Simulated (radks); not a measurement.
Results of a calculation; reference values are marked as such.
The bismuth anion Bi- inside a hard spherical wall (all orbitals vanish at R), configuration held at [Hg] 6p4 and not refilled when levels cross. Code: a radial shooting solver on a logarithmic mesh with Libxc functionals. Model: scalar-relativistic Kohn-Sham, PBE, spin-polarised, spherical densities, point nucleus; open shells are filled with parallel spins first (spin-orbit coupling, left out, can overturn this in heavy ions). Eigenvalues in eV for spin up, with the zero of energy where the potential of the charges vanishes at infinity; a dash marks a level that is unbound or too diffuse for the functional's potential to be trusted. A positive occupied level is held by the wall or, in an anion where self-interaction has pushed it up, behind a barrier. The pressure on the wall is -dE/dV.

| R (bohr) | E (hartree) | kinetic (hartree) | e(5p) | e(5d) | e(6s) | e(6p) | e(7s, empty) | e(6d, empty) | pressure (GPa) |
|---|---|---|---|---|---|---|---|---|---|
| 12 | -21530.8489 | 24432.384 | -89.353 | -20.635 | -8.566 | 0.680 | 3.124 | 4.691 | 0.0177 |
| 10 | -21530.8445 | 24432.405 | -89.054 | -20.338 | -8.294 | 0.915 | 3.987 | 5.803 | 0.0938 |
| 4 | -21529.8419 | 24436.394 | -77.391 | -9.185 | 1.434 | 13.092 | 40.683 | 29.842 | 181 |
| 3.5 | -21528.9229 | 24439.919 | -72.122 | -4.327 | 6.744 | 20.408 | 61.345 | 42.003 | 505 |
| 3 | -21526.8291 | 24447.856 | -63.292 | 3.841 | 17.132 | 34.504 | 98.604 | 63.814 | 1650 |
| 2 | -21504.5735 | 24526.412 | -14.714 | 54.484 | 103.77 | 143.92 | 339.67 | 205.42 | 34400 |
| 1.5 | -21439.6153 | 24729.741 | 68.553 | 153.74 | 310.70 | 381.17 | 791.77 | 472.14 | 264000 |
